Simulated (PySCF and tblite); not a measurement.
The numbers below are computed, except where a source is named.
Stationary points of C5H10Si2 at B3LYP-D3(BJ)/def2-SVP, in Å:

Structure A

```
 1 Si   -0.976   -1.279   -0.628
 2 C    -0.054    0.495    0.206
 3 Si   -1.365    1.540    1.038
 4 C     0.865    0.968   -0.774
 5 C     1.982    0.119   -0.814
 6 C     1.805   -0.920    0.112
 7 C     0.556   -0.735    0.757
 8 H    -2.321   -0.656   -0.855
 9 H    -1.318   -2.591    0.011
10 H    -0.254   -1.470   -1.905
11 H    -2.089    2.342    0.013
12 H    -2.331    0.645    1.742
13 H    -0.755    2.460    2.041
14 H     0.696    1.831   -1.419
15 H     2.826    0.217   -1.498
16 H     2.484   -1.756    0.283
17 H     0.247   -1.212    1.690
```

Structure B

```
 1 Si   -1.034   -1.628   -0.703
 2 C     0.071    0.709    0.336
 3 Si   -1.360    1.739    0.943
 4 C     1.174    1.186   -0.325
 5 C     2.105    0.107   -0.600
 6 C     1.593   -1.054   -0.106
 7 C     0.240   -0.782    0.459
 8 H    -2.414   -1.373   -0.200
 9 H    -0.798   -3.102   -0.709
10 H    -0.878   -1.077   -2.075
11 H    -2.625    1.434    0.206
12 H    -1.624    1.485    2.392
13 H    -1.024    3.179    0.748
14 H     1.338    2.228   -0.607
15 H     3.059    0.221   -1.118
16 H     2.055   -2.042   -0.145
17 H     0.053   -1.198    1.464
```

Structure C

```
 1 Si   -1.395   -1.140   -0.934
 2 C    -0.208    0.011    0.013
 3 Si   -1.131    1.275    1.102
 4 C     0.694    0.720   -0.944
 5 C     1.987    0.363   -0.687
 6 C     2.012   -0.572    0.418
 7 C     0.735   -0.794    0.847
 8 H    -2.286   -0.333   -1.817
 9 H    -2.243   -1.897    0.032
10 H    -0.597   -2.090   -1.756
11 H    -2.014    2.124    0.252
12 H    -1.977    0.559    2.100
13 H    -0.134    2.128    1.804
14 H     0.346    1.409   -1.715
15 H     2.867    0.720   -1.224
16 H     2.914   -1.023    0.837
17 H     0.422   -1.448    1.662
```

The path came from a restrained scan, a climbing-image band and a saddle search at GFN2-xTB; energies are PBE0/pcSseg-1 + D3(BJ), IEF-PCM dichloromethane//B3LYP-D3(BJ)/def2-SVP, thermal terms GFN2-xTB.

Q: Which structure is a saddle point, and along which motion?

A: A: one imaginary mode (237i cm⁻¹ at GFN2-xTB, mostly on Si1, C2, C7), along the shift of Si1 from C2 to C7.

Q: Give their symmetry and energies above the lowest.

A: A C1, 14.5 kcal/mol; B C1, 3.0 kcal/mol; C C2v, 0.0 kcal/mol.
